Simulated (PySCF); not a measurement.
**Excitation energy of Se by level of theory**

Se [Ar] 3d10 4s2 4p4 (3P) → Se [Ar] 3d10 4s1 4p4 4d1 (high-spin determinant), as a difference of total energies. Computed with PySCF 2.14 in aug-cc-pVDZ-PP with ECP10MDF (5s4p3d, 32 functions), with scalar relativity through the core potential. Correlated levels: valence: 3s2 3p6 3d10 frozen. The calculations carry no spin-orbit coupling.

```tsv
method	excitation energy (cm⁻¹)
UHF	154870
MP2 (valence)	158350
SCS-MP2 (valence)	158350
CCSD (valence)	152600
CCSD(T) (valence)	151340
CCSDT (valence)	150360
```

The upper state lies above the first ionisation limit, where it may autoionise and the basis confines it.

The promoted electron is Rydberg-like, and one or two diffuse shells describe it only roughly, which tends to raise the upper state.

The coupled-cluster amplitudes are large for the upper state (T1 above 0.03 or a double amplitude above 0.15), so a single reference is strained.

The determinant of the upper state mixes LS terms, which raises its energy above the lowest term, most at the Hartree-Fock and MP2 levels.
